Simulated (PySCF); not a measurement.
# Correlation energy of Te⁴⁶⁺ (tellurium, charge +46)

[He] 2s2 2p2, high-spin 3P determinant. All numbers are calculated (PySCF 2.14, the spin-free X2C one-electron Hamiltonian (Gaussian nucleus), in an uncontracted even-tempered set (19 s from 22 bohr⁻², ratio 2.2; 12 p from 28 bohr⁻², ratio 2.2; 5 d from 110 bohr⁻², ratio 2.4; 5 f from 160 bohr⁻², ratio 2.4; 4 g from 240 bohr⁻², ratio 2.4)). Frozen: nothing; 6 electrons correlated; the 14 highest virtual orbitals of each spin left out.

```tsv
level	correlation energy (mhartree)
CCSD	-261.03
(T)	-0.24
CCSD(T)	-261.27
```

Diagnostics: T1 = 0.00014, D1 = 0.0003, largest double amplitude 0.051.

Spin-orbit coupling is strong in this species (close to jj coupling), so the high-spin LS determinant is a model state, not a physical level.

Cost of the coupled-cluster step: roughly 2.6 core-minutes, for 6 correlated electrons.

Iterations:

```
CC2 = 0
CCSD nocc = (np.int64(4), np.int64(2)), nmo = (137, 137)
frozen orbitals [[137, 138, 139, 140, 141, 142, 143, 144, 145, 146, 147, 148, 149, 150], [137, 138, 139, 140, 141, 142, 143, 144, 145, 146, 147, 148, 149, 150]]
max_cycle = 100
direct = 0
conv_tol = 1e-08
conv_tol_normt = 1e-06
diis_space = 8
diis_start_cycle = 0
Init t2, MP2 energy = -0.237005039265395
Init E_corr(UCCSD) = -0.237005039265394
cycle = 1  E_corr(UCCSD) = -0.254501745525367  dE = -0.0174967063  norm(t1,t2) = 0.0102236
cycle = 2  E_corr(UCCSD) = -0.259115923192025  dE = -0.00461417767  norm(t1,t2) = 0.0030282
cycle = 3  E_corr(UCCSD) = -0.261032909969229  dE = -0.00191698678  norm(t1,t2) = 0.000898098
cycle = 4  E_corr(UCCSD) = -0.261031415314645  dE = 1.49465458e-06  norm(t1,t2) = 5.12706e-07
cycle = 5  E_corr(UCCSD) = -0.261031429385774  dE = -1.40711289e-08  norm(t1,t2) = 1.16682e-08
cycle = 6  E_corr(UCCSD) = -0.261031433742161  dE = -4.35638681e-09  norm(t1,t2) = 5.57235e-09
UCCSD converged
E(UCCSD) = -4032.311579071506  E_corr = -0.261031433742161
UCCSD(T) correction = -0.000241335774716847
```

At this charge the one-electron X2C treatment keeps the bare 1/r₁₂, with no two-electron picture change or Breit term. That inflates the 1s pair energies well beyond their four-component values; and a scalar Hamiltonian misses the large spin-orbit splitting of the p shells, which matters for ns² → np² pairs.

Spin-orbit coupling is strong in this species, so the high-spin LS determinant is a model state.
